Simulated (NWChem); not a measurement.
# CuH; SMILES [CuH]

Computed with NWChem. The geometry was optimised at PBE0/def2-SVP. Level BLYP/def2-SVP: energy and gradient; each run changes one setting, and changes count from the defaults (medium grid, exact Coulomb integrals, symmetry on).

Question: Which setting moves the energy most, and by about how much (extra-fine grid; Becke weights; defaults; Coulomb fitting, Weigend set)?

Answer: Coulomb fitting, Weigend set, by about 80 μHa.
| setting | size of the energy change (μHa) | largest change of a gradient component (μHa/bohr) |
|---|---|---|
| defaults | < 10 | < 30 |
| Becke weights | 10 | 90 |
| Coulomb fitting, Weigend set | 80 | 40 |
| extra-fine grid | 10 | 90 |
